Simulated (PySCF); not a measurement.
A structure optimised at B3LYP-D3(BJ)/def2-SVP, used in a PySCF frequency run:

```
C
O 1 1.4123
C 2 1.3981 1 114.12
H 3 1.1005 2 108.19 1 180.00
H 3 1.1101 4 108.49 2 121.71
H 3 1.1101 4 108.49 5 116.57
H 1 1.1146 2 110.58 3 -58.06
H 1 1.1146 7 105.21 2 -119.41
B 1 1.5948 7 109.96 8 -118.36
O 9 1.3770 1 121.48 7 57.69
H 10 0.9629 9 113.40 1 0.00
N 9 1.3982 10 119.66 11 -180.00
H 12 1.0117 9 123.87 10 0.00
H 12 1.0122 13 116.15 9 180.00
```

Q: Write its SMILES, formula and point group.

A: COCB(N)O, C2H8BNO2, Cs

Q: What are its rotational constants (standard atomic weights)?

A: 8.0178, 1.8759, 1.5500 GHz
